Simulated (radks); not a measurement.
The numbers below are computed, except where a source is named.
The antimony ion Sb3+, configuration [Kr] 4d9 5s2 5d1 (not the ground configuration).

Level of theory: scalar-relativistic Kohn-Sham, AM05, spin-unpolarised, spherical densities, point nucleus (a radial shooting solver on a logarithmic mesh with Libxc functionals).

Energy parts (hartree):
total: -6472.58088
kinetic: 6768.62525
electron-nucleus: -15589.93052
Hartree: 2512.11893
exchange-correlation: -163.39454

Orbitals (lengths in bohr, moments of r in powers of bohr; <r^-3> diverges for s and p1/2; r(max) is where P^2 peaks):
orbital	occ.	eigenvalue (hartree)	<r^-3>	r(max)	<r^4>
1s	2	-1114.067	-	0.01836	3.133e-06
2s	2	-170.8753	-	0.1038	0.0005411
2p	6	-153.6172	5030	0.08307	0.0003895
3s	2	-34.70995	-	0.3002	0.02386
3p	6	-29.08542	942.1	0.2936	0.02515
3d	10	-20.49294	129.9	0.2440	0.02250
4s	2	-6.93201	-	0.7210	0.7222
4p	6	-5.19482	178.9	0.7597	1.010
4d	9	-2.65210	18.12	0.8379	2.280
5s	2	-1.60204	-	1.754	25.78
5p	0	-1.20046	24.55	2.005	46.71
5d	1	-0.69185	1.887	2.728	170.2
6s	0	-0.63594	-	3.904	467.2
4f	0	-0.49391	0.4035	2.272	178.5

The highest occupied level is 5d at -18.826 eV. The configuration is held as typed, so some empty levels lie below it. The density falls to 0.001 e/bohr^3 at r = 4.10 bohr.

Run on one thread of a shared host, so times are rough (Intel(R) Xeon(R) Platinum 8375C CPU @ 2.90GHz): 0.14 s of CPU time, 0.14 s wall, 14 iterations on 2546 mesh points.
